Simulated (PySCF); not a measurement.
C3H5BF2O, SMILES CB(/C(=C\F)F)O. The structure is a stationary point at PBE-D3(BJ)/def2-SVP. The structure was generated by enumeration; whether it is a known compound was not checked. The values are those of a single conformer.

Computed equilibrium geometry at PBE-D3(BJ)/def2-SVP (PySCF confirms it by a frequency run) as a Z-matrix, and its point group (one conformer of several):
point group Cs.
```
B
O 1 1.3675
H 2 0.9741 1 111.63
C 1 1.5726 2 114.30 3 180.00
C 4 1.3551 1 127.55 2 180.00
F 5 1.3413 4 122.14 1 0.00
F 4 1.3590 5 115.14 6 180.00
H 5 1.1034 6 113.96 4 180.00
C 1 1.5794 2 123.26 3 0.00
H 9 1.1100 1 113.38 2 0.00
H 9 1.1104 10 108.12 1 -123.31
H 9 1.1104 10 108.12 11 -113.37
```
Charge 0, spin multiplicity 1.
